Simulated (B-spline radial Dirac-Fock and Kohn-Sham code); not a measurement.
Binding energies of Ag²⁵⁺

System: Ag²⁵⁺, [Ar] 3d4; nuclear rms radius 4.5454 fm (A = 107).

Method: Dirac-Fock energy differences between relaxed states, corrected for Breit and QED terms. Computed with a radial atomic solver. The model has no electron correlation. Energies are counted from the vacuum level.

All terms are in eV, carry their sign (relaxation lowers the binding energy) and add up to the binding energy; ⟨r⟩ is the mean radius of the orbital in the initial state.

```csv
subshell,−ε (Koopmans),relaxation,Breit,QED,binding energy,⟨r⟩ (bohr)
1s,26701.2,-37.30,-52.81,-26.30,26584.7,0.031
2s,4879.0,-11.77,-5.03,-3.23,4859.0,0.133
2p1/2,4599.8,-14.19,-8.16,0.27,4577.7,0.113
2p3/2,4421.9,-13.46,-5.45,-0.08,4402.9,0.118
3s,1621.2,-1.63,-0.96,-0.73,1617.9,0.345
3p1/2,1508.8,-1.87,-1.58,0.05,1505.4,0.334
3p3/2,1471.3,-1.74,-1.01,-0.03,1468.5,0.342
3d,1304.1,-2.35,-0.41,0.05,1301.4,0.308
```

For the deepest level, K (1s), the Breit terms make up -0.199 % of the binding energy, QED -0.099 % and orbital relaxation -0.140 %.

Spin-orbit splittings: 2p 174.7 eV, 3p 36.96 eV.

Going to the tabulated ground configuration of the next ion removes an electron from M4,5 (3d), computed at 1301.4 eV. NIST lists 1308 ± 4 eV as the ionisation energy of this species (theoretical), +6.59 eV from the computed value. Where a p, d or f shell is open in either ion the computed value averages over both j values and all terms, while the table refers to the lowest levels; that difference holds spin-orbit splitting (largest in heavy or highly charged ions), term energies where several electrons share open shells, and correlation, and it can reach 10 % or more.
